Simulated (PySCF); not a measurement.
Simulated absorption spectrum

Compound: C₉H₁₀SSi.
Bonds: Si1–S2, S2–C3, C3–C4 (double), C4–C5, C5–C6, C6–C7 (aromatic), C7–C8 (aromatic), C8–C9 (aromatic), C9–C10 (aromatic), C10–C11 (aromatic), C3–C11, C6–C11 (aromatic). Hydrogens: H12, H13, H14 on Si1; H15 on C4; H16, H17 on C5; H18 on C7; H19 on C8; H20 on C9; H21 on C10.

Method used: TDDFT CAM-B3LYP/def2-SVPD, vertical, gas phase, core orbitals frozen in the response in PySCF 2.14.0, density-fitted response routines. Geometry: PBE0-D3(BJ)/def2-SVP, one conformer, isolated molecule. Torsions of this conformer, `[SiH3:1][S:2][C:3]1=[CH:4][CH2:5][c:6]2[cH:7][cH:8][cH:9][cH:10][c:11]21`: Si1–S2–C3–C4 1°.

Each state is given a Gaussian of 0.5 eV full width at half maximum, with ε(max) = 2.175×10⁸ f / Δν̃ (Δν̃ the width in cm⁻¹). The width is an assumption, not a result. The curve ends short of the highest state used, and states not computed would add to its high-energy end.

(λ (nm), ε (L mol⁻¹ cm⁻¹)): (206.1, 13088), (208.7, 13971), (211.4, 14142), (214.0, 13178), (216.6, 11266), (219.3, 8785), (221.9, 6453), (224.5, 4557), (227.2, 3247), (229.8, 2643), (232.4, 2613), (235.1, 3060), (237.7, 3799), (240.3, 4678), (243.0, 5564), (245.6, 6238), (248.2, 6627), (250.9, 6673), (253.5, 6378), (256.1, 5808), (258.8, 5019), (261.4, 4172), (264.0, 3328), (266.7, 2524), (269.3, 1863), (271.9, 1328), (274.5, 916), (277.2, 602), (279.8, 391), (282.4, 246), (285.1, 148), (287.7, 89), (290.3, 52), (293.0, 29), (295.6, 16), (298.2, 9)

(1) Where are the band maxima, and which computed states make them?

(2) On this curve, what absorbance would a 10⁻⁴ mol/L sample give at 266 nm over a 1 cm path?

(3) Coming from long wavelengths, where does ε first pass 100 L mol⁻¹ cm⁻¹?

Answers

(1) 250 nm (4.96 eV), ε about 6700, made up of S1 (63%) and S2 (37%); 210 nm (5.89 eV), ε about 14000, made up of S4 (57%) and S6 (38%) (ε in L mol⁻¹ cm⁻¹; maxima over ε = 5, shares over 10%). The states used: S1 4.91 eV (f 0.080); S2 5.05 eV (f 0.050); S3 5.47 eV (f 0.0050); S4 5.82 eV (f 0.159); S5 5.85 eV (f 0.0041); S6 5.96 eV (f 0.105); S7 6.13 eV (f 0.0013); S8 6.50 eV (f 0.418); S9 6.59 eV (f 0.0012); S10 6.62 eV (f 0.167).

(2) 266 nm is 4.661 eV, where ε is about 2700 L mol⁻¹ cm⁻¹, so A = ε c l ≈ 0.27 (Beer–Lambert, with the gas-phase spectrum and the assumed width).

(3) At about 287 nm (4.32 eV), 0.59 eV below S1.
